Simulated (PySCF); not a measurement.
Rigid-rotor lines calculated for a species of formula CH5ClOSi (commonest isotopes; PySCF, PBE0-D3(BJ)/def2-SVP geometry optimisation, gas phase), labelled J(Ka,Kc):

```json
{"transition": "2(1,2) ← 1(1,1)", "MHz": "7762.4"}
{"transition": "1(0,1) ← 0(0,0)", "MHz": "3967.4"}
{"transition": "1(1,1) ← 0(0,0)", "MHz": "17944.1"}
{"transition": "2(1,1) ← 1(1,0)", "MHz": "8107.0"}
{"transition": "2(0,2) ← 1(0,1)", "MHz": "7933.1"}
```

Problem. Find the rotational constants.

Solution. 1(0,1) ← 0(0,0) is B + C, 2(1,1) ← 1(1,0) is 3B + C and 2(1,2) ← 1(1,1) is B + 3C, so B − C is half the difference of the last two, 172.3 MHz. 1(1,1) ← 0(0,0) is A + C. A = 16046.5, B = 2069.8, C = 1897.5 MHz.

Problem. What moments of inertia, asymmetry and inertial defect follow?

Solution. I = 505379 MHz·u·Å² over each constant: Ia = 31.49, Ib = 244.17, Ic = 266.33 u·Å²; κ = (2B − A − C)/(A − C) = -0.976 (near-prolate asymmetric top); Δ = Ic − Ia − Ib = -9.33 u·Å².

Problem. Which dipole components do these lines need?

Solution. μa and μb (a-type: ΔKa even, ΔKc odd; b-type: both odd). The calculation gives |μa| = 2.19 D, |μb| = 1.20 D, |μc| = 0.05 D.

Problem. Predict further lines from these constants: 2(2,0) ← 1(1,1); 1(1,0) ← 1(0,1); 3(3,0) ← 3(2,1); 2(1,1) ← 2(1,2); 3(3,0) ← 2(2,1); 3(3,1) ← 3(2,2); 3(3,1) ← 2(2,0); 3(0,3) ← 2(0,2); 2(2,1) ← 2(1,2); 2(2,1) ← 1(1,0).

Solution. 
```tsv
transition	MHz	type	branch
2(1,1) ← 2(1,2)	517	a	Q
3(0,3) ← 2(0,2)	11896	a	R
1(1,0) ← 1(0,1)	14149	b	Q
2(2,1) ← 2(1,2)	42447	b	Q
2(2,1) ← 1(1,0)	50037	b	R
2(2,0) ← 1(1,1)	50211	b	R
3(3,0) ← 3(2,1)	70307	b	Q
3(3,1) ← 3(2,2)	70315	b	Q
3(3,1) ← 2(2,0)	82216	b	R
3(3,0) ← 2(2,1)	82217	b	R
```

Problem. Which structure gave them?

Solution. `CO[SiH2]Cl`. Three constants can't fix a structure by themselves; this is the one that was computed:
```xyz
9
CH5ClOSi angstrom
C     -0.024    2.515   -1.122
O      1.289    2.889   -1.440
Si     2.649    2.160   -0.854
Cl     4.246    3.082   -1.754
H     -0.252    1.486   -1.456
H     -0.223    2.578   -0.037
H     -0.716    3.200   -1.634
H      2.677    0.713   -1.209
H      2.768    2.344    0.620
```

The values belong to one conformer with, in the numbering `[CH3:1][O:2][SiH2:3][Cl:4]`, C1–O2–Si3–Cl4 177°. PBE0-D3(BJ)/def2-SVP frequencies: not computed here. No vibrational averaging or centrifugal distortion is included, and the geometry carries the error of its method. A rigid rotor knows nothing of internal rotation, which can split or shift real lines. Quadrupole hyperfine structure (35Cl) is left out.
